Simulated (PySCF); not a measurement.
Sn(H)2(F)(OH) (FH3OSn), SMILES [SnH2]([F])[OH]. Heavy atoms are numbered as in [SnH2:1]([OH:2])[F:3]. Hydrogens are named by the atom that carries them.

The structure is a stationary point at PBE0-D3(BJ)/def2-TZVP. A frequency run showed that this geometry is not a minimum. The def2 effective core potentials stand for the cores of Sn; spin–orbit coupling is left out. One conformer was computed; it need not be the lowest.

The numbers are results of B3LYP/def2-TZVPD in PySCF, not measurements.

Mulliken values depend strongly on the basis, most of all with diffuse functions as here. ESP charges are fitted to the potential on shells at 1.4 to 2.0 van der Waals radii. Atomic charges (e), one atom of each kind:

| atom | ESP fit | Mulliken |
|---|---|---|
| Sn1 (SnH2) | 0.90 | 1.13 |
| O2 (OH) | ? | -0.71 |
| F3 | ? | -0.57 |
| H on Sn1 | -0.09 | -0.08 |
| H on O2 | ? | 0.31 |

Problem. What belongs in the gaps? (An estimate is asked for; the answer gives what the named calculation found.)

Solution. 
- O2 (OH), ESP fit: -0.70
- F3, ESP fit: -0.42
- H on O2, ESP fit: 0.40
